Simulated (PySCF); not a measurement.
## Electron correlation in Be (beryllium, neutral)

[He] 2s2, closed-shell 1S. Calculation: PySCF 2.14, in pcseg-2 (4s2p1d, 15 functions); no relativity, point nucleus. Frozen: 1s2; 2 electrons correlated.

Total MP2 correlation energy: -23.96 mhartree.

Same-spin part 0.00 and opposite-spin part -23.96 mhartree; SCS-MP2 scales them by 1/3 and 6/5 to -28.75 mhartree.

With two correlated electrons CCSD is exact within the correlated space (frozen core and kept virtual orbitals).

```csv
level,correlation energy (mhartree)
CCSD,-42.20
```

Diagnostics: T1 = 0.019, D1 = 0.0267, largest double amplitude 0.143.

Cost of the coupled-cluster step: 0.06 s of wall time on 1 thread of Neoverse-N1 (shared host), for 2 correlated electrons.
